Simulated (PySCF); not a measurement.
The same groups moved round the core (norbornane mercapto+boryl). All species are isolated molecules in the gas phase. One relaxed conformer stands for each flexible species; it need not be the lowest. Strings in code marks are SMILES.

Calculation: PBE0-D3(BJ)/def2-TZVP // PBE0-D3(BJ)/def2-SVP (PySCF). All candidates: neutral, multiplicity 1. Delta-SCF ions had no search for a lower state. Excitations are Tamm–Dancoff values on a coarser integration grid. The basis has no diffuse functions, so Rydberg states are missing or too high.

```json
{
 "vertical ionisation energy (Delta-SCF)": "8.77 eV",
 "T1 excitation (TDA)": "4.66 eV",
 "HOMO–LUMO gap": "5.46 eV"
}
```

**Question.** Name which member has these values.
(A) `B[C@]12CC[C@](S)(CC1)C2`
(B) `B[C@@H]1[C@@H]2CC[C@@H](C2)[C@H]1S`
(C) `B[C@@H]1[C@H]2CC[C@]1(S)CC2`
(D) `B[C@@H]1C[C@@H]2C[C@H]1C[C@@H]2S`

**Answer.** D, `B[C@@H]1C[C@@H]2C[C@H]1C[C@@H]2S`. The others give `B[C@@H]1[C@H]2CC[C@]1(S)CC2`: 8.61 eV, 4.14 eV, 5.24 eV; `B[C@@H]1[C@@H]2CC[C@@H](C2)[C@H]1S`: 8.67 eV, 4.20 eV, 5.31 eV; `B[C@]12CC[C@](S)(CC1)C2`: 8.61 eV, 4.36 eV, 5.28 eV
